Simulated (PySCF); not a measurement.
Correlation energy of N (nitrogen, neutral)

[He] 2s2 2p3, high-spin 4S determinant. Computed with PySCF 2.14 in x2c-TZVPPall (5s3p2d1f, 31 functions), with scalar relativity by spin-free X2C-1e. Frozen: nothing; 7 electrons correlated.

```csv
level,correlation energy (mhartree)
CCSD,-128.94
(T),-2.35
CCSD(T),-131.29
CCSDT,-131.62
```

Diagnostics: T1 = 0.0052, D1 = 0.0134, largest double amplitude 0.039.

Cost of the coupled-cluster step: roughly 0.6 core-seconds, for 7 correlated electrons.

Iterations:

```
CC2 = 0
CCSD nocc = (np.int64(5), np.int64(2)), nmo = (31, 31)
frozen orbitals [[], []]
max_cycle = 100
direct = 0
conv_tol = 1e-08
conv_tol_normt = 1e-06
diis_space = 8
diis_start_cycle = 0
Init t2, MP2 energy = -0.112268735826548
Init E_corr(UCCSD) = -0.11226873582675
cycle = 1  E_corr(UCCSD) = -0.125391966201992  dE = -0.0131232304  norm(t1,t2) = 0.0294857
cycle = 2  E_corr(UCCSD) = -0.127801117944272  dE = -0.00240915174  norm(t1,t2) = 0.0105749
cycle = 3  E_corr(UCCSD) = -0.128990644746777  dE = -0.0011895268  norm(t1,t2) = 0.00489894
cycle = 4  E_corr(UCCSD) = -0.128923914448403  dE = 6.67302984e-05  norm(t1,t2) = 0.00101608
cycle = 5  E_corr(UCCSD) = -0.128937631176093  dE = -1.37167277e-05  norm(t1,t2) = 0.000244034
cycle = 6  E_corr(UCCSD) = -0.128937957985162  dE = -3.26809069e-07  norm(t1,t2) = 4.2748e-05
cycle = 7  E_corr(UCCSD) = -0.128938079740501  dE = -1.21755339e-07  norm(t1,t2) = 5.74939e-06
cycle = 8  E_corr(UCCSD) = -0.128938080750683  dE = -1.01018163e-09  norm(t1,t2) = 1.03664e-06
cycle = 9  E_corr(UCCSD) = -0.128938077758737  dE = 2.99194558e-09  norm(t1,t2) = 2.29458e-07
UCCSD converged
E(UCCSD) = -54.56093889348953  E_corr = -0.1289380777587375
UCCSD(T) correction = -0.00235140126193129
```

This basis was not built for core-valence correlation, so the inner-shell part is incomplete.
